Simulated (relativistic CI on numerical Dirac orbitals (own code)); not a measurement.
**Line list: Forbidden lines, Xe III**

Computed by Dirac-Coulomb-Breit CI, separate exchange-only KLI orbitals for each configuration, QED by a radiative potential, valence Slater integrals scaled by 0.85, P86 correlation energy added to each configuration (own radial code, finite nucleus).

CI space (outside the closed core [Kr] 4d10): 5s2 5p4, 5s 5p5, 5s2 5p3 5d, 5p6, 5s2 5p3 5f, 5s2 5p3 6s, 5s 5p4 5d, 5s2 5p3 6p, 5s2 5p3 7s, 5s2 5p3 6d, 5s2 5p3 4f, 5s2 5p3 7p, 5s 5p4 5f, 5s2 5p2 5d2, 5s2 5p 5d3, 5s2 5p 5d2 5f, 5s2 5p 5d2 6s, 5s 5p2 5d3, 5s2 5p 5d2 6p. Double excitations out of closed p, d and f shells are left out; levels of such configurations are missing from the list, as are those of other unlisted configurations, and high levels can miss mixing partners. These lack a partner that the ground configuration has and come out too high: 5s2 5p3 7s, 5s2 5p3 6d, 5s2 5p3 4f, 5s2 5p3 7p, 5s 5p4 5f.

| λ vac (Å) | Lower | Upper | Type | A (s⁻¹) | gf | Branching (%) |
| --- | --- | --- | --- | --- | --- | --- |
| 3925.3 | 5s2 5p4 3P_1 [3] | 5s2 5p4 1S_0 [5] | M1 | 1.80e+02 | 4.16e-07 | 95.7 |
| 5899.9 | 5s2 5p4 3P_2 [1] | 5s2 5p4 1D_2 [4] | M1 | 2.01e+01 | 5.24e-07 | 95.2 |
| 10439.8 | 5s2 5p4 3P_2 [1] | 5s2 5p4 3P_1 [3] | M1 | 1.74e+01 | 8.53e-07 | 99.4 |
| 12640.7 | 5s2 5p4 3P_2 [1] | 5s2 5p4 3P_0 [2] | E2 | 3.91e-02 | 9.36e-10 | 100.0 |
| 13567.0 | 5s2 5p4 3P_1 [3] | 5s2 5p4 1D_2 [4] | M1 | 6.28e-01 | 8.67e-08 | 3.0 |

Terms are leading LS components. Brackets give the number of a level in order of energy, since labels repeat. The list gives strong lines, with weight on those to low levels, among the lowest 200 of 1919 levels, so that lines to higher ones, which can be the strongest, are missing, and without lines across small gaps between configurations, and without 26 lines that miss the measured interval by over 3.5 %, start from a term whose rates miss tabulated ones by over 60 %, have gauges far apart or, lacking measured levels, span too small a gap for the errors found; lines with a level outside our table were not tested and can miss by more. Levels whose partners in the same complex of configurations lie outside the list can be far off, and so can their lines. Rates are taken at the computed energies, electric ones in the length gauge.

Correlation outside the listed configurations is missing or only estimated: errors of thousands of cm⁻¹ between configurations and terms are usual at this charge. Rates and lifetimes follow the computed energies and can be off by large factors. The fine structure of a lone outer electron comes out too small, for d and f at times inverted, and misplaced configurations move strength between like terms. 37 of the 69 excited levels that our extract of the measured tables holds in this range could be paired (the sources list more); they are missed by 6628 cm⁻¹ on average and 13070 at most, and levels without a partner can miss by more.

Q: From the table, what is the radiative lifetime of 5s2 5p4 1D_2?

A: The listed rates from this level add up to about 2.07e+01 s⁻¹, 98 % of its decay; with all channels τ = 4.74e-02 s.

LS names give the leading component of a level, which can be under half, so a name can repeat, a term be missing and a line seem to break the LS rules.
